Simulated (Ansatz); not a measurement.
C7H12O6Si⁺, that is SiMe(OAc)3 with one electron fewer. Charge 1, multiplicity 2. Geometry PBE-D4/def2-SVP, that of the neutral singlet; atoms count from 1.

```tsv
atom	x (Å)	y (Å)	z (Å)
Si1	-0.1754	-0.3630	0.6296
C2	-0.7586	-1.6924	1.7704
H3	-0.1868	-1.6686	2.7192
H4	-0.6123	-2.6768	1.2846
H5	-1.8318	-1.5392	1.9924
O6	-0.2570	1.2173	1.2835
C7	-1.4569	1.7224	1.6897
C8	-1.3380	3.1524	2.1481
O9	-2.4824	1.0678	1.6662
H10	-2.3128	3.5129	2.5186
H11	-0.9957	3.7829	1.3029
H12	-0.5675	3.2344	2.9400
O13	-1.0310	-0.2281	-0.8407
C14	-0.8319	-1.1826	-1.7919
C15	-1.3974	-0.7800	-3.1244
O16	-0.2286	-2.2142	-1.5512
H17	-1.3806	-1.6356	-3.8209
H18	-0.7646	0.0396	-3.5235
H19	-2.4224	-0.3781	-3.0112
O20	1.4927	-0.5813	0.3948
C21	2.2191	-0.1609	-0.6850
C22	3.6334	-0.6769	-0.6205
O23	1.7535	0.5194	-1.5755
H24	4.2390	-0.2224	-1.4233
H25	3.6163	-1.7790	-0.7440
H26	4.0776	-0.4699	0.3723
```

Q: Estimate the Mulliken populations from the PBE0/def2-SVP orbitals of Ansatz.

A: 
```json
{"atom": "Si1", "charge (e)": "1.00", "spin (α − β)": "-0.02"}
{"atom": "C2", "charge (e)": "-0.37", "spin (α − β)": "0.01"}
{"atom": "H3", "charge (e)": "0.13", "spin (α − β)": "0.00"}
{"atom": "H4", "charge (e)": "0.13", "spin (α − β)": "0.00"}
{"atom": "H5", "charge (e)": "0.13", "spin (α − β)": "0.00"}
{"atom": "O6", "charge (e)": "-0.42", "spin (α − β)": "0.03"}
{"atom": "C7", "charge (e)": "0.24", "spin (α − β)": "-0.04"}
{"atom": "C8", "charge (e)": "-0.07", "spin (α − β)": "0.04"}
{"atom": "O9", "charge (e)": "-0.13", "spin (α − β)": "0.30"}
{"atom": "H10", "charge (e)": "0.12", "spin (α − β)": "0.00"}
{"atom": "H11", "charge (e)": "0.13", "spin (α − β)": "0.00"}
{"atom": "H12", "charge (e)": "0.13", "spin (α − β)": "0.00"}
{"atom": "O13", "charge (e)": "-0.41", "spin (α − β)": "0.05"}
{"atom": "C14", "charge (e)": "0.23", "spin (α − β)": "-0.04"}
{"atom": "C15", "charge (e)": "-0.06", "spin (α − β)": "0.03"}
{"atom": "O16", "charge (e)": "-0.15", "spin (α − β)": "0.28"}
{"atom": "H17", "charge (e)": "0.12", "spin (α − β)": "0.00"}
{"atom": "H18", "charge (e)": "0.13", "spin (α − β)": "0.00"}
{"atom": "H19", "charge (e)": "0.12", "spin (α − β)": "0.00"}
{"atom": "O20", "charge (e)": "-0.41", "spin (α − β)": "0.05"}
{"atom": "C21", "charge (e)": "0.24", "spin (α − β)": "-0.04"}
{"atom": "C22", "charge (e)": "-0.06", "spin (α − β)": "0.03"}
{"atom": "O23", "charge (e)": "-0.14", "spin (α − β)": "0.28"}
{"atom": "H24", "charge (e)": "0.11", "spin (α − β)": "0.00"}
{"atom": "H25", "charge (e)": "0.13", "spin (α − β)": "0.00"}
{"atom": "H26", "charge (e)": "0.12", "spin (α − β)": "0.00"}
```
Mulliken values depend strongly on the basis.

Q: Where does the spin sit?

A: Summed by element: Si -0.02, C 0.00, H 0.01, O 1.01, of 1 unpaired in all. Largest on single atoms: O9 0.30, O16 0.28, O23 0.28.

Q: And the Mayer bond orders between heavy atoms (over 0.3)?

A: Si1–C2 1.09 (1.85 Å); Si1–O6 0.91 (1.71 Å); Si1–O13 0.91 (1.71 Å); Si1–O20 0.93 (1.70 Å); O6–C7 1.11 (1.36 Å); C7–C8 1.02 (1.51 Å); C7–O9 1.89 (1.22 Å); O13–C14 1.09 (1.36 Å); C14–C15 1.03 (1.50 Å); C14–O16 1.87 (1.22 Å); O20–C21 1.09 (1.37 Å); C21–C22 1.03 (1.51 Å); C21–O23 1.89 (1.21 Å).
